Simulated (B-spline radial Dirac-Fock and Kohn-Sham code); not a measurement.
Kohn-Sham estimates against Dirac-Fock for the levels of Gd

System: the free gadolinium atom, [Xe] 4f8 6s2 (not the ground configuration).

The density-functional columns are spherical, spin-unpolarised Dirac-Kohn-Sham results without Breit or QED terms: −ε is minus the orbital energy of the initial state and ΔSCF the difference of two total energies. The reference in the last column comes from Dirac-Fock energy differences between relaxed states, corrected for Breit and QED terms. All numbers are from a B-spline atomic structure program, in eV; a selection of levels is shown. The Kohn-Sham columns are given as differences from the reference. For the 1s level of heavy atoms much of the gap between ΔSCF and the reference is the Breit and QED part, -215.7 eV here; for other levels the error of the functional can be larger.

```csv
level,LDA −ε − DF,LDA ΔSCF − DF,Dirac-Fock
1s,-251.7,+203.4,50240.5
2s,-139.2,-59.0,8384.6
2p1/2,-101.1,+1.6,7934.1
2p3/2,-108.3,-16.4,7246.3
3s,-67.2,-45.0,1888.4
3p1/2,-52.3,-28.6,1694.2
3p3/2,-51.3,-29.4,1550.8
3d3/2,-31.3,-5.0,1219.7
3d5/2,-31.9,-6.3,1189.2
4s,-30.9,-22.0,391.6
4p1/2,-23.9,-15.0,314.8
4p3/2,-24.1,-15.5,283.2
4d3/2,-11.9,-3.6,155.9
4d5/2,-12.1,-3.8,150.2
4f,-2.6,+4.3,5.67
5s,-8.0,-2.3,54.13
5p1/2,-3.8,+1.5,31.13
5p3/2,-3.9,+1.2,27.07
6s,-1.0,+1.5,4.80
```

Values without a named source are computed, but for edge energies of neutral atoms, which are taken from tables.
